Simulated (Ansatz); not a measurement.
Molecule: 1,1,1,3,3-pentafluoropropane, C3H3F5, net charge 0, singlet state. 
Geometry from a B3LYP-D3(BJ)/def2-TZVP (Ansatz, an electronic-structure program) optimisation:
SMILES: FC(F)CC(F)(F)F
```xyz
11

F     -2.3284    -1.2245    -0.0912
C     -1.3722    -0.2699    -0.3005
F     -1.8221     0.8865     0.2626
C     -0.0887    -0.7251     0.3642
C      1.1126     0.1319     0.0313
F      2.2281    -0.3907     0.5761
F      1.3124     0.2005    -1.3041
F      0.9955     1.3904     0.4820
H     -1.2827    -0.1104    -1.3762
H     -0.2282    -0.7322     1.4450
H      0.1315    -1.7393     0.0317
```
Charge 0, spin multiplicity 1.

Parts of the frozen-core correlation energy in STO-3G (Ansatz, hartree). Frozen orbitals: 8; correlated occupied orbitals by spin: 25 and 25; virtual: 10 and 10. Spin-orbit coupling is left out. Non-relativistic.

```
term                            value
-------------------------  ----------
reference (HF)             -604.17010
MP2 opposite-spin            -0.18946
MP2 same-spin                -0.03203
CCSD correlation             -0.28272
(T)                          -0.00686
T1 diagnostic                   0.008
largest doubles amplitude       0.027
```
